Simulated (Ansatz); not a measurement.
The cluster Al4P3. Charge 0, multiplicity 2. Geometry B3LYP-D4/def2-SVP; atoms count from 1.

```csv
atom,x (Å),y (Å),z (Å)
Al1,-1.0293,-0.0529,-0.6750
Al2,0.0206,2.3999,-0.4573
Al3,0.5791,-3.0666,0.9709
Al4,1.5535,0.7221,0.9093
P5,-0.3364,-0.7377,1.4368
P6,-1.8265,1.8590,-1.5817
P7,1.0391,-1.1236,-0.6030
```

Another isomer (doublet) lies 0.53 eV lower at PBE0-D4/def2-TZVP; other spin states weren't run for this one.

Q: Estimate the Mulliken populations from the PBE0/def2-TZVP orbitals of Ansatz.

A: 
```json
{"atom": "Al1", "charge (e)": "0.27", "spin (α − β)": "0.07"}
{"atom": "Al2", "charge (e)": "0.14", "spin (α − β)": "0.17"}
{"atom": "Al3", "charge (e)": "0.17", "spin (α − β)": "-0.02"}
{"atom": "Al4", "charge (e)": "0.14", "spin (α − β)": "0.62"}
{"atom": "P5", "charge (e)": "-0.22", "spin (α − β)": "-0.01"}
{"atom": "P6", "charge (e)": "-0.27", "spin (α − β)": "0.18"}
{"atom": "P7", "charge (e)": "-0.22", "spin (α − β)": "-0.01"}
```
Mulliken values depend strongly on the basis.

Q: Where does the spin sit?

A: Summed by element: Al 0.84, P 0.16, of 1 unpaired in all. Largest on single atoms: Al4 0.62, P6 0.18, Al2 0.17.

Q: And the Mayer bond orders between heavy atoms (over 0.3)?

A: Al1–Al2 0.34 (2.68 Å); Al1–P5 0.88 (2.33 Å); Al1–P6 1.29 (2.26 Å); Al1–P7 0.87 (2.33 Å); Al2–Al4 0.74 (2.65 Å); Al2–P6 1.49 (2.23 Å); Al3–P5 0.61 (2.55 Å); Al3–P7 0.62 (2.54 Å); Al4–P5 0.74 (2.45 Å); Al4–P7 0.74 (2.44 Å); P5–P7 0.79 (2.49 Å).
